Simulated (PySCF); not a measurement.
SMILES B(SB(O)O)(C)C (C2H8B2O2S) (GFN2-xTB optimised geometry):

```
15

B     -1.478     0.731     0.000
O     -2.069     1.933     0.000
O     -2.227    -0.389     0.069
S      0.372     0.731     0.000
B      0.904    -0.620    -1.047
C     -0.083    -1.533    -1.892
C      2.461    -0.873    -1.157
H     -3.026     1.928     0.065
H     -1.780    -1.234     0.083
H      0.383    -1.843    -2.826
H     -1.031    -1.061    -2.142
H     -0.309    -2.456    -1.354
H      2.839    -0.434    -2.081
H      2.706    -1.933    -1.204
H      3.026    -0.427    -0.343
```

Computed with CAM-B3LYP/def2-TZVP run with PySCF.

### Question
What are the frontier orbital energies and the dipole moment?

### Answer
HOMO-2 -10.47 eV, HOMO-1 -9.54 eV, HOMO -9.04 eV, LUMO 0.51 eV, LUMO+1 1.14 eV; dipole moment 2.22 D.

On the same geometry PySCF with PBE/def2-TZVP gives HOMO-2 -7.66 eV, HOMO-1 -6.87 eV, HOMO -6.57 eV, LUMO -1.58 eV, LUMO+1 -0.34 eV; dipole moment 2.11 D.

Meta-Löwdin charges at CAM-B3LYP/def2-TZVP: B1 0.39, O2 -0.51, O3 -0.53, S4 -0.01, B5 0.11, C6 -0.46, C7 -0.45, H8 0.36, H9 0.36, H10 0.13, H11 0.12, H12 0.12, H13 0.14, H14 0.12, H15 0.12.
